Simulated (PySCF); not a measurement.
C4H11NS2Si.
Bonds: C1–N2, N2–C3, N2–Si4, Si4–S5, S5–C6, C6–C7, C7–S8, Si4–S8. Hydrogens: H9, H10, H11 on C1; H12, H13, H14 on C3; H15 on Si4; H16, H17 on C6; H18, H19 on C7.

Level: wB97X-D/def2-SVPD in PySCF, non-relativistic, on one gas-phase PBE0-D3(BJ)/def2-SVP geometry that isn't relaxed in the solvent. The solvent is an IEF-PCM continuum (van der Waals radii × 1.2). Only the electrostatic response of the medium enters.

Gas phase at wB97X-D/def2-SVPD: HOMO -8.29 eV, LUMO 1.44 eV, dipole 1.20 D.

Problem. What does the continuum do to the energy, the frontier levels and the dipole at wB97X-D/def2-SVPD in chloroform and acetonitrile?

Solution. 
```json
{"solvent": "chloroform", "ε": "4.711", "E(solvent) − E(gas) (kcal/mol)": "-3.32", "polarisation term (kcal/mol)": "-3.77", "distortion of the solute (kcal/mol)": "0.45", "HOMO (eV)": "-8.24", "LUMO (eV)": "1.46", "dipole (D)": "1.56"}
{"solvent": "acetonitrile", "ε": "35.69", "E(solvent) − E(gas) (kcal/mol)": "-4.66", "polarisation term (kcal/mol)": "-5.59", "distortion of the solute (kcal/mol)": "0.93", "HOMO (eV)": "-8.25", "LUMO (eV)": "1.45", "dipole (D)": "1.75"}
```

The polarisation term is half the interaction of the solute with the surface charges that it induces; the rest is the cost of distorting the solute's density. The sum is the electrostatic part of solvation alone. From chloroform to acetonitrile the lowering changes by a factor 1.41, Onsager's factor (ε − 1)/(2ε + 1) by 1.35 and ε itself by 7.6.

Problem. Which radius a makes the point-dipole formula ΔE = −[(ε − 1)/(2ε + 1)]·μ²/a³ give the value in acetonitrile, with the gas-phase dipole?

Solution. μ = 0.473 au and |ΔE| = 0.00743 Eh give a = 1.29 Å; the farthest nucleus lies 3.69 Å from the centroid of the nuclei, so such a sphere wouldn't even hold the nuclei. The formula assumes a rigid point dipole at the centre of a sphere.

Problem. How does the static polarisability (wB97X-D/def2-SVPD, frozen core, with the continuum's full static response) change?

Solution. 
| medium | isotropic (au) | principal values (au) | ⟨r²⟩ of the electrons (bohr²) |
| --- | --- | --- | --- |
| gas | 120.0 | 104.2, 116.1, 139.6 | 1691.5 |
| chloroform | 153.6 | 135.2, 152.3, 173.1 | 1690.5 |
| acetonitrile | 170.8 | 153.2, 171.8, 187.5 | 1690.1 |

The isotropic value in acetonitrile is 1.42 times the gas-phase one; no cavity-field correction is applied. ⟨r²⟩ is taken about the centre of nuclear charge.

The pairwise dispersion term of wB97X-D wasn't added to the energies; at a given geometry it leaves orbitals and properties as they are.
